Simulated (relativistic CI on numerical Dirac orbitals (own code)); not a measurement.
**Tl⁴²⁺: q coefficients and field-shift factors**

Calculated at this level of theory: Dirac-Coulomb-Breit CI, orbitals from a KLI potential per configuration, derivatives by finite differences, unscaled Slater integrals, QED left out (own radial code, finite nucleus).

CI space (outside the closed core [Ar] 3d10): 4s2 4p6 4d3, 4s2 4p6 4d2 4f, 4s2 4p5 4d4, 4s2 4p6 4d 4f2, 4s 4p6 4d4, 4p6 4d5, 4s2 4p6 4d2 5s, 4s2 4p6 4d 4f 5s. Levels of other configurations are missing.

With x = (α/α₀)² − 1 an excitation energy changes as ω = ω₀ + qx; K = 2q/ω₀ is the relative enhancement. Terms are leading LS components, so labels can repeat. The field-shift factor is F = δν/δ⟨r²⟩ for the transition from the lowest level.

Lowest level 4s2 4p6 4d3 4F_3/2.

```tsv
Level	ω₀ (cm⁻¹)	q (cm⁻¹)	F (GHz/fm²)
4s2 4p6 4d3 4F_5/2	209929	244500	9.75
4s2 4p6 4d3 4P_3/2	231346	240600	9.22
4s2 4p6 4d3 2G_7/2	249710	248400	9.93
4s2 4p6 4d3 4P_1/2	250918	242800	8.87
4s2 4p6 4d3 2H_9/2	252539	242200	10.4
4s2 4p6 4d3 2D_5/2	332954	257600	9.85
4s2 4p6 4d3 4F_7/2	453568	485100	19.4
4s2 4p6 4d3 4F_9/2	472829	489700	20.1
4s2 4p6 4d3 4P_3/2	485240	488700	18.4
4s2 4p6 4d3 2P_1/2	496758	489600	18.7
4s2 4p6 4d3 2D_5/2	502357	480100	17.5
4s2 4p6 4d3 2H_11/2	510990	487300	20.8
4s2 4p6 4d3 2D_5/2	534275	495300	18.3
```

At this charge energies of transitions that change n are usually good to better than 1 %, and those within a shell (Δn = 0) to a few per cent.

Problem. Which transition from the lowest level has the largest |K|?

Solution. 4s2 4p6 4d3 4F_5/2 at 209929 cm⁻¹, K = 2.33.
